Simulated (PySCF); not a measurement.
# 2-fluoropyridine: calculation and literature

Cartesian coordinates in Å; atom numbers follow the order of the lines, from 1:
```xyz
11

F    -1.931   -1.718   -0.055
C    -0.890   -0.897   -0.044
C    -1.130    0.478   -0.071
C    -0.017    1.309   -0.059
C     1.258    0.741   -0.023
C     1.355   -0.647    0.001
N     0.293   -1.454   -0.010
H    -2.151    0.859   -0.099
H    -0.143    2.394   -0.079
H     2.157    1.360   -0.013
H     2.335   -1.136    0.030
```

Published estimates (parent shift plus substituent increments) and measurements: δ 13C C2 163.7; C6 147.8; C4 141.3; C5 121.2; C3 109.7; δ 1H H11 8.23; H9 7.78; H10 7.20; H8 6.95 ppm (estimated from measurements, as parent shift plus tabulated substituent increment; solution, not stated per compound (mostly CDCl3 or CCl4); Pretsch, Buehlmann, Badertscher, Structure Determination of Organic Compounds, 4th ed. (2009)). Coupling constants: 1J(C2,F1) 236.7 Hz, 3J(C6,F1) 14.7 Hz, 4J(C5,F1) 4.2 Hz, 3J(C4,F1) 7.8 Hz, 2J(C3,F1) 37.4 Hz.

Method: σ from GIAO-B3LYP/pcSseg-2, spin–spin couplings from B3LYP/pcJ-1 (spin–dipole term only in couplings to heteroatoms), PBE0-D3(BJ)/def2-SVP geometry, in PySCF 2.14 (in vacuum, one conformer, non-relativistic).

Q: How close does the calculation come?

A: 
Reference values: estimated from measurements, as parent shift plus tabulated substituent increment (solution, not stated per compound (mostly CDCl3 or CCl4); Pretsch, Buehlmann, Badertscher, Structure Determination of Organic Compounds, 4th ed. (2009)).
```json
{"atoms": "C2", "quantity": "δ 13C", "reference": "163.7", "computed": "176.7", "computed, scaled": "166.8"}
{"atoms": "C6", "quantity": "δ 13C", "reference": "147.8", "computed": "159.0", "computed, scaled": "150.0"}
{"atoms": "C4", "quantity": "δ 13C", "reference": "141.3", "computed": "149.9", "computed, scaled": "141.2"}
{"atoms": "C5", "quantity": "δ 13C", "reference": "121.2", "computed": "129.1", "computed, scaled": "121.4"}
{"atoms": "C3", "quantity": "δ 13C", "reference": "109.7", "computed": "117.2", "computed, scaled": "110.0"}
{"atoms": "H11", "quantity": "δ 1H", "reference": "8.23", "computed": "8.43", "computed, scaled": "8.22"}
{"atoms": "H9", "quantity": "δ 1H", "reference": "7.78", "computed": "7.79", "computed, scaled": "7.60"}
{"atoms": "H10", "quantity": "δ 1H", "reference": "7.20", "computed": "7.13", "computed, scaled": "6.97"}
{"atoms": "H8", "quantity": "δ 1H", "reference": "6.95", "computed": "6.89", "computed, scaled": "6.74"}
```

Computed shifts are σ(ref) − σ with the named reference compound (TMS for H and C) calculated as an isolated molecule at the same level. The measured values may be among those fitted. Shieldings were converted by linear fits to measured shifts (mostly CDCl3, TMS scale, for H and C): 13C (scatter 2.4 ppm rms); 1H (scatter 0.18 ppm rms). Occasional misses reach two or three times the rms, and more in compound classes unlike the fitted ones.

Coupling constants in Hz (some tables give magnitudes without signs):
| coupling | reference | computed | source |
| --- | --- | --- | --- |
| 1J(C2,F1) | 236.7 | -305.0 | measured; liquid or solution; F. J. Weigert, PhD thesis, Caltech 1968 (Carbon-13 magnetic resonance spectroscopy) |
| 3J(C6,F1) | 14.7 | 12.7 | measured; liquid or solution; F. J. Weigert, PhD thesis, Caltech 1968 (Carbon-13 magnetic resonance spectroscopy) |
| 4J(C5,F1) | 4.2 | 8.3 | measured; liquid or solution; F. J. Weigert, PhD thesis, Caltech 1968 (Carbon-13 magnetic resonance spectroscopy) |
| 3J(C4,F1) | 7.8 | 4.8 | measured; liquid or solution; F. J. Weigert, PhD thesis, Caltech 1968 (Carbon-13 magnetic resonance spectroscopy) |
| 2J(C3,F1) | 37.4 | 36.1 | measured; liquid or solution; F. J. Weigert, PhD thesis, Caltech 1968 (Carbon-13 magnetic resonance spectroscopy) |

Q: How far are the unscaled 13C shifts from the references?

A: Mean signed difference +9.64 ppm, mean absolute 9.64 ppm over 5 comparisons; the largest is +13.0 ppm at C2 (aromatic carbon bearing fluorine).

Q: How far are the unscaled 1H shifts from the references?

A: Mean signed difference +0.02 ppm, mean absolute 0.08 ppm over 4 comparisons; the largest is +0.20 ppm at H11 (hydrogen on an aromatic CH next to a ring nitrogen).

Common functionals overestimate the size of one-bond C–F couplings by tens of Hz; these are unscaled. Unscaled 3J(H,H) at this level run about 10 % above measured values.
